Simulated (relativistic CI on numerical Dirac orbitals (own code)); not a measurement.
## What each ingredient does to the levels of Ar II

Base calculation: Dirac-Coulomb-Breit CI, KLI orbitals optimised for each configuration, model QED (radiative potential, 1s self-energy scaled to tabulated hydrogen-like ionisation energies), valence Slater integrals scaled by 0.85, P86 correlation energy added to each configuration.

Configurations in the expansion (outside the closed core [Ne]): 3s²3p⁵, 3s3p⁶, 3s²3p⁴3d, 3s²3p⁴4s, 3s²3p⁴4p, 3s3p⁵3d, 3s²3p⁴5s, 3s²3p⁴4d, 3s²3p⁴5p, 3s²3p⁴4f, 3s²3p⁴5d, 3s²3p⁴5f, 3s²3p⁴5g, 3s²3p³3d², 3s²3p²3d³, 3s²3p²3d²4s, 3s²3p²3d²4p, 3s3p³3d³, 3s²3p²3d²5s, 3s²3p³4s², 3s²3p²3d4s², 3s²3p²4s²4p, 3s3p³3d4s², 3s²3p²4s²5s. Double excitations out of closed p, d and f shells are left out; levels of such configurations are missing from the list, as are those of other unlisted configurations, and high levels can miss mixing partners. These lack a partner that the ground configuration has and come out too high: 3s²3p⁴4d, 3s²3p⁴5p, 3s²3p⁴4f, 3s²3p⁴5d, 3s²3p⁴5f.

The lowest level and the first level of each name with at least 55 % of one term (blank where a level has no safe partner in the second run):

| Level | Base (cm⁻¹) | Shift (cm⁻¹) |
| --- | --- | --- |
| 3s²3p⁵ ²P°3/2 | 0.0 | 0.0 |
| 3s²3p⁵ ²P°1/2 | 1416.6 | -1416.6 |
| 3s3p⁶ ²S1/2 | 120871.8 | -1702.8 |
| 3s²3p⁴4s ⁴P5/2 | 139642.6 | +540.6 |
| 3s²3p⁴3d ⁴D7/2 | 140183.2 | -444.2 |
| 3s²3p⁴3d ⁴D5/2 | 140350.1 | -611.2 |
| 3s²3p⁴3d ⁴D1/2 | 140616.6 | -877.7 |
| 3s²3p⁴4s ⁴P1/2 | 141021.3 | -838.1 |
| 3s²3p⁴4s ²P3/2 | 143751.3 | +277.4 |
| 3s²3p⁴4s ²P1/2 | 144770.1 | -741.4 |
| 3s²3p⁴3d ⁴F9/2 | 149188.2 | -39.2 |
| 3s²3p⁴3d ⁴F7/2 | 149738.4 | -589.4 |
| 3s²3p⁴3d ⁴F5/2 | 150138.6 | -989.6 |
| 3s²3p⁴3d ⁴F3/2 | 150407.9 | -1259.0 |
| 3s²3p⁴3d ²P1/2 | 154640.7 | +72.6 |
| 3s²3p⁴4s ²D3/2 | 154725.5 | -25.8 |
| 3s²3p⁴4s ²D5/2 | 154832.0 | -132.4 |
| 3s²3p⁴3d ²P3/2 | 155525.1 | -811.8 |
| 3s²3p⁴3d ⁴P1/2 | 155749.8 | -172.8 |
| 3s²3p⁴3d ⁴P3/2 | 156111.9 | -534.9 |
| 3s²3p⁴3d ⁴P5/2 | 156376.9 | -799.9 |
| 3s²3p⁴3d ²F7/2 | 157900.0 | -23.2 |

For a near-neutral ion this model can misplace configurations by up to about 10,000 cm⁻¹ (more where the count of f electrons changes) and terms by 10 to 25 % of their spread. Rates follow the energies as ν³ (E1, M1) or ν⁵ (E2), so they and the lifetimes can be off by large factors. The fine structure of a lone outer electron comes out too small, for d and f at times inverted, and misplaced configurations move strength between like terms. 30 of the 34 excited levels that our extract of the measured tables holds in this range could be paired (the sources list more); they are missed by 5810 cm⁻¹ on average and 12150 at most, and levels without a partner can miss by more.

Question: One thing was changed in a second run, which moved the levels as shown. Which?
A. QED terms removed
B. Breit term removed
C. non-relativistic limit
D. configuration mixing switched off
E. self-excluded LDA correlation estimate
F. valence Slater integrals scaled by 0.75

Answer: C. Non-relativistic limit. Without relativity the fine structure collapses and s electrons lose their extra binding.

LS names give the leading component of a level, which can be under half, so a name can repeat, a term be missing and a line seem to break the LS rules.
